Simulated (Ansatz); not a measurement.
Complex (SMILES): [SiH4] (SiH4) with CC#N, atoms 1 to 5 the first; geometry from B3LYP-D3(BJ)/def2-TZVP, monomers rigid:
```xyz
11

Si    -0.2782    -0.3110     0.5434
H      0.3703     0.3249    -0.6277
H      0.4858    -0.0047     1.7685
H     -1.6621     0.2034     0.6592
H     -0.3267    -1.7748     0.3228
C     -3.3733    -2.6798     1.4880
C     -2.5202    -2.2119     2.5677
N     -1.8380    -1.8349     3.4125
H     -4.2233    -3.2313     1.8900
H     -3.7418    -1.8307     0.9118
H     -2.8079    -3.3342     0.8241
```

Basis-set convergence of the uncorrected interaction energy at PBE with Ansatz (a quantum-chemistry and plane-wave program). All functions are spherical. The program fits the integrals of some runs and decomposes those of others, by size. No added dispersion term, no relativity. Functions are those of the species that has most. Reference: the counterpoise-corrected one, the value in aug-pcseg-3, -0.49 kcal/mol. Deviations are taken from unrounded values.

```
basis        functions
-----------  ---------
def2-SV(P)          74
def2-SVP            95
def2-SVPD          140
def2-TZVP          172
def2-TZVPD         217
def2-TZVPP         233
def2-TZVPPD        278
def2-QZVPP         451
def2-QZVPPD        496
```

### Question
Which is the smallest def2 set listed that can be trusted to 0.2 kcal/mol here, that is, within that of the reference together with its larger relatives (same family, alike in diffuse functions; a set with none to test it counts only in the reference's own line)?

### Answer
The smallest set listed that lies within 0.2 kcal/mol of the reference with all its larger relatives (same family, alike in diffuse functions; a set with none counts only in the reference's own line) is def2-TZVP (172 functions, -0.02 kcal/mol off). Value minus reference: def2-SV(P) -0.51, def2-SVP -0.46, def2-SVPD -0.64, def2-TZVP -0.02, def2-TZVPD -0.05, def2-TZVPP -0.02, def2-TZVPPD -0.05, def2-QZVPP -0.01, def2-QZVPPD -0.01 kcal/mol.
